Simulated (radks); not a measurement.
The carbon ion C3+, configuration [He] 2s1. All-electron calculation, scalar-relativistic Kohn-Sham, LDA (Slater exchange, VWN5 correlation), spin-polarised, spherical densities, finite nucleus; open shells are filled with parallel spins first; Fermi nuclear charge, rms radius 2.4702 fm. Program: a radial shooting solver on a logarithmic mesh with Libxc functionals. Some entries of the table are withheld. Estimate them.

orbital,occ.,eigenvalue (eV),<r> (bohr)
1s up,1,-329.4753,0.2711
1s down,1,-328.3748,0.2708
2s up,1,-57.2845,1.276
2s down,0,-52.5029,1.304
2p up,0,-49.4308,1.187
2p down,0,-44.9610,1.210
3s up,0,-20.2480,(1)
3s down,0,-19.3400,(2)
3d up,0,(3),2.717
3d down,0,(4),2.995

Answer. 
(1) 3s up <r> (bohr): 3.142
(2) 3s down <r> (bohr): 3.266
(3) 3d up eigenvalue (eV): -17.3279
(4) 3d down eigenvalue (eV): -15.8358
